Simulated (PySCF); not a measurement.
Computed shifts of a molecule C3H8OSi, PySCF with PBE/pcSseg-1, GIAO, gas phase, atoms alike by connectivity averaged where their shifts nearly agree, in ppm (number of nuclei): ¹³C: 159.0 (1), 94.4 (1), -2.7 (1). ²⁹Si: -15.2 (1). ¹H: 6.89 (1), 5.46 (2), 4.60 (1), 4.47 (1), 0.70 (3). References: ¹³C against TMS (σ = 182.0 ppm); ¹⁷O against H2O (σ = 334.3 ppm); ²⁹Si against TMS (σ = 335.4 ppm); ¹H against TMS (σ = 31.49 ppm), references at their B3LYP-D3(BJ)/def2-TZVP geometries, non-relativistic. Geometry optimised at B3LYP-D3(BJ)/def2-SVP. Other conformers were not sampled.

### Question
Which structure fits?
A. OC1C[SiH2]C1
B. C=CO[SiH2]C
C. O[SiH2]C1CC1
D. O[SiH]1CCC1

### Answer
B, C=CO[SiH2]C
